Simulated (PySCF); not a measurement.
**Computed structure and properties of [Ce(NH2)2]2+**

System: [Ce(NH2)2]2+ (singlet); start: displaced along the imaginary mode (Cs). Method: PySCF 2.14.0, RKS PBE0, Ce lcecp-2-SVP with ECP46, N def2-SVP, H def2-SVP; non-relativistic Hamiltonian with scalar-relativistic core potentials where named; density fitting; no spin-orbit coupling.

Input of the relaxation:

```python
mol = gto.M(atom='''
Ce     0.00000    -0.00394    -0.24066
N      1.63234     0.02158     0.99229
H      2.20416    -0.83849     1.26153
H      1.89687     0.81203     1.65507
N     -1.63234     0.02158     0.99229
H     -1.89687     0.81203     1.65507
H     -2.20416    -0.83849     1.26153''',
    basis={'Ce': 'lcecp-2-SVP', 'N': 'def2-SVP', 'H': 'def2-SVP'},
    ecp={'Ce': 'lcecp-2-SVP'},
    charge=2, spin=0)
mf = dft.RKS(mol, xc='PBE0')
mf.grids.atom_grid = (50, 194)  # f atoms: unpruned, at least (60, 302)
mf = mf.density_fit()  # fitting sets: Ce AutoAux, N def2-universal-JKFIT, H def2-universal-JKFIT
mf.conv_tol = 1e-08; mf.max_cycle = 55
mf.kernel(dm0)  # dm0: converged density of the start geometry
# quasi-Newton relaxation in Cartesian coordinates to a largest gradient under 0.00045 Eh/bohr, steps kept in the point group
```

Run from Python with OMP_NUM_THREADS=2; the lines above give its settings. Where DIIS fails, smearing, a level shift and second-order steps follow.
It took 44 s on 2 threads of Arm Neoverse V2, with other jobs on the host, from the converged density of the start.

Course of the relaxation:

```tsv
step	energy above end (eV)	largest force component within the symmetry (eV/Å)
0	0.8906	1.114
1	0.5851	0.575
2	0.3619	1.180
3	0.3164	1.159
4	0.1589	0.418
5	0.1265	0.601
6	0.0948	0.551
7	0.0598	0.487
10	0.0074	0.507
11	0.0011	0.143
12	0.0003	0.022
13	0.0002	0.028
14	0.0000	0.020
15	0.0000	0.008
```
(The steps between are left out.)

Relaxed geometry (C2v):

```xyz
7

Ce    0.0000   -0.7648    0.0347
N     1.6113   -0.0318    1.0427
H     2.6191   -0.1724    0.8523
H     1.5550    0.5797    1.8762
N    -1.6113   -0.0318    1.0427
H    -1.5550    0.5797    1.8762
H    -2.6191   -0.1724    0.8523
```

| contact | Å |
| --- | --- |
| Ce1–N2 (NH2) | 2.037 |
| Ce1–N5 (NH2) | 2.037 |

On the finer grid (75, 302):

```
HOMO                                                          : not given (4f levels lie in the core)
LUMO                                                          : not given (4f levels lie in the core)
Dipole about the centre of mass                               : 0.16 D
Set of Mulliken populations of Ce1 outside the core potential : s 2.09, p 6.05, d 1.98, f 0.11
D3(BJ) dispersion energy (not in the energies)                : -0.101 eV
```

```tsv
atom	Mulliken (e)	Löwdin (e)	spin (e)
Ce1	1.78	1.74	0.00
N2	-0.42	-0.19	0.00
H3	0.27	0.16	0.00
H4	0.27	0.16	0.00
N5	-0.42	-0.19	0.00
H6	0.27	0.16	0.00
H7	0.27	0.16	0.00
```

The large-core potential holds the 4f shell empty.

On the grid (50, 194), as all that follows. Harmonic modes: a minimum; lowest 157 cm⁻¹ (negative: unstable), highest 3470 cm⁻¹, zero-point energy 1.325 eV.

Taking off one NH2 (charge -1, singlet; the rest: singlet) in vacuum, both parts rigid, costs 25.76 eV; the small basis without counterpoise inflates it. Most of it is the attraction of opposite charges; other ways to part are cheaper, and one spin state was tried for the rest.

Rigid scan of NH2 along the line from its metal:

(distance to N2 (Å), energy (eV)): (1.74, 1.800), (1.84, 0.691), (1.94, 0.150), (2.04, 0.000), (2.14, 0.113), (2.24, 0.398), (2.44, 1.237)

One start shape was tried, so this needn't be the lowest isomer.
